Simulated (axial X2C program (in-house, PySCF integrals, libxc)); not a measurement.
# HfSi⁺ at several levels of theory

Computed with an in-house all-electron X2C program for linear molecules (integrals from PySCF). Spin-free means the one-electron spin-free X2C Hamiltonian. Basis: Hf dyall-cv3z [13s14p9d7f4g], Si dyall-v3z [8s7p2d1f] (cores contracted in-house); Gaussian nuclei, density fitting, unrestricted open shells. Masses: Hf 179.947 u, Si 27.977 u.

The run was started with this input:
```json
{"zs": [72, 14], "q": 1, "bas": ["dyall-cv3z", "dyall-v3z"], "levels": ["PBE0", "HF", "B3LYP"], "cc": true, "r0": 2.68, "thr": -1.0, "nmax": 90, "npts": 10, "nst": 2, "ntry": 6}
```
```bash
python so2c.py task.json out
```

Keys: zs atomic numbers; q charge; bas basis sets; levels methods; cc coupled cluster on or off; r0 starting distance in Å; thr threshold in hartree for freezing inner shells (an s shell follows its p shell); nmax most natural virtual spinors; npts points on the curve; nst determinants followed; ntry starts of the search. HF also brings MP2.

State, spin-free: M_S = 3/2, Λ = 0 (beyond evenly filled blocks: σα, π+α, π-α); electrons by block: σα: 18, σβ: 17, π+α: 9, π+β: 8, π-α: 9, π-β: 8, δ+α: 3, δ+β: 3, δ-α: 3, δ-β: 3, φ+α: 1, φ+β: 1, φ-α: 1, φ-β: 1. Fragments: Hf+ + Si.

```csv
Hamiltonian,level,Re (Å),ωe (cm⁻¹),ωexe (cm⁻¹),Be (cm⁻¹),De (eV),D0 (eV),μ (D)
spin-free,PBE0,2.501,362.3,1.01,0.1113,2.98,2.96,-0.24
spin-free,HF,2.527,361.2,0.962,0.109,1.09,1.07,1.01
spin-free,CCSD,2.532,353.7,1.04,0.1086,2.30,2.28,n/a
spin-free,CCSD(T),2.542,345.2,1.13,0.1077,2.50,2.48,n/a
spin-free,B3LYP,2.529,342.6,1.05,0.1088,2.86,2.84,0.31
```

Correlated methods: 7 electrons correlated (number of frozen shells: Hf 5 s, 4 p, 2 d, 1 f; Si 2 s, 1 p), 289 virtual spin orbitals or spinors in MP2, 90 natural virtuals in coupled cluster.

Dipoles are positive if Si is the positive end and refer to the centre of mass.

The state is a single determinant with fixed occupations, the lowest that a limited PBE0 search found. Dissociation energies refer to the lowest single-determinant-based atoms at the same level and basis. Coupled cluster ran in a truncated set of natural virtual spinors; the MP2 energy of the rest was added. (T) has no such correction and the atoms are truncated less, which lowers De at CCSD(T) by a hundredth of an eV or more. PBE0 can misorder states that lie within some tenths of an eV, so this need not be the ground state of the molecule. The nearest other spin-free determinant of the search, M_S = 1/2, Λ = 0, lies 0.17 eV up at the distance of the search. The functionals have no current-density term, which raises determinants with orbital currents, atoms included. The outer-core s and p shells of the metal are frozen in the correlated rows, which leaves out core–valence correlation; for alkali and alkaline-earth bonds that tends to lengthen them. The determinant is spin-polarised beyond a pure state at some levels (its spin-free form has ⟨S²⟩ too high), which makes Re and μ there less reliable. The T1 diagnostic is large, a sign of multireference character. With the outer-core shells frozen, correlated bond lengths of heavy atoms tend to come out a few hundredths of an ångström too long.

No reliable constants came from B3LYP (2c), CCSD (2c), CCSD(T) (2c), HF (2c), MP2 (2c), MP2 (spin-free), PBE0 (2c): no minimum in range, unconverged points, a curve that is not smooth, a change of character along it, or the two Hamiltonians disagreeing along it.

The whole task took 15 min on 1 thread of Intel(R) Xeon(R) Processor @ 2.50GHz (Skylake/Cascade Lake), with other jobs on the host.
